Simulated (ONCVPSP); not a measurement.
## Configuration tests for tungsten (W) (ONCV)

W (Z = 74), optimised norm-conserving Vanderbilt (ONCV), made with ONCVPSP 4.0.1 (PBE, scalar-relativistic). Core [Kr] 4d10 4f14 5s2, reference 5p6 5d4 6s1.75 6p0.25. Waves: 6s: rc 2.75 bohr, ncon 4, nbas 7, qcut 2 1/bohr, 3 projectors, debl 1.7 Ha; 5p+6p: rc 2.20 bohr, ncon 4, nbas 9, qcut 7.8 1/bohr, 2 projectors; 5d: rc 2.55 bohr, ncon 5, nbas 10, qcut 5.9 1/bohr, 3 projectors, debl 1.3 Ha. Local part: polynomial inside 2.10 bohr (lpopt 5, dvloc0 0 Ha). Core correction: none.

Energies are relative to the spin-unpolarised reference configuration 5p6 5d4 6s1.75 6p0.25; without spin polarisation the order of configurations can differ from experiment.

Question: Give the all-electron excitation energy and the error of the potential for: 5p6 5d4 6s2 6p0; 5p6 5d4 6s1 6p0; 5p6 5d4 6s0 6p0; 5p6 5d3 6s2 6p1.

Answer:

```tsv
valence configuration	charge	ΔE all-electron (eV)	error AE − PS (meV)
5p6 5d4 6s2 6p0	0	-1.096	+0.1
5p6 5d4 6s1 6p0	+1	7.788	-3.6
5p6 5d4 6s0 6p0	+2	23.468	-10
5p6 5d3 6s2 6p1	0	2.922	+5.1
```

Levels in the configuration 5p6 5d4 6s1 6p0:

```
level  all-electron (eV)  pseudo (eV)
   5p            -50.716      -50.676
   5d            -11.728      -11.721
   6s            -12.182      -12.184
```

Note: no bound ghost flagged; GHOST(+) flagged for s at 96.9 eV.
